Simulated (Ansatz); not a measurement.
Compare A (`[CH3][SnH]1[CH2][O]1`) with its isomer B (`[CH3][SnH2][CH]=O`).

Computed with Ansatz on PBE0-D4/def2-TZVP structures; ΔE is electronic, products minus reactants. CCSD(T)/CBS is the MP2 limit (def2-TZVPP, def2-QZVPP) plus CCSD(T) − MP2 in def2-TZVPP, frozen cores. Functionals use def2-TZVPP. B3LYP here is the variant with VWN-RPA as its local correlation; programs differ in this. def2 core potentials past Kr. For Sn outer-core shells are correlated without core-valence functions, which leaves a few kJ/mol of doubt a bond. One conformer a species, not always the lowest.

Q: Which isomer does CCSD(T)/CBS put lower? Give the gap. (Estimate.)

A: Computed: B, by 4.3 kcal/mol.

Q: Give E(B) − E(A) in kcal/mol with r2SCAN-D4, ωB97M-V, CCSD(T)/def2-TZVPP, MP2/def2-TZVPP, CCSD/def2-TZVPP, B3LYP-D4, B2PLYP. (Best estimate.)

A: Computed: r2SCAN-D4 -1.9, ωB97M-V -8.9, CCSD(T)/def2-TZVPP -6.9, MP2/def2-TZVPP -3.2, CCSD/def2-TZVPP -9.8, B3LYP-D4 -6.0, B2PLYP -5.2. None reverses the order clearly.

Largest T1 diagnostic: 0.017.

In def2-TZVPP, CCSD(T) changes the Hartree–Fock value by +13.4 kcal/mol (the triples alone add +2.9 kcal/mol) and MP2 by +17.1 kcal/mol. From PBE to PBE0 (25 % exact exchange), in def2-TZVPP and without D4, E(B) − E(A) moves by −3.2 kcal/mol.
